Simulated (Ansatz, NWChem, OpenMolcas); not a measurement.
**From F to Br: the HOMO–LUMO gap**

One atom is swapped for its congeners: BH3F− `[H][B-]([H])([H])F`; BH3Cl− `[H][B-]([H])([H])Cl`; BH3Br− `[H][B-]([H])([H])Br`. All are singlets with charge -1.

Shapes, held fixed at every level: GFN2-xTB. Shapes from a cheap method are rough, which adds to the scatter. Programs: Ansatz 0.2.0, NWChem 7.3.0, OpenMolcas 26.06. A level may come from different programs for different species; with the same settings they agree closely. Values in eV.

(1) How should the HOMO–LUMO gap change along the series?

Answers

(1) At PBE0/def2-SVP the HOMO–LUMO gap falls at every step, from 10.12 to 9.26 eV. Every level shows the same order. Relativity is left out for Br unless named. Rows without diffuse functions describe anions poorly. Orbital gaps aren't excitation energies, and the LUMO depends on the basis.

| level | BH3F− | BH3Cl− | BH3Br− |
| --- | --- | --- | --- |
| HF/STO-3G | 27.47 | 23.16 | 21.22 |
| HF/3-21G | 18.70 | 17.21 | 16.22 |
| B3LYP/6-31G* (spherical functions) | 10.56 | 9.79 | 8.81 |
| PBE0/def2-SVP | 10.12 | 9.84 | 9.26 |
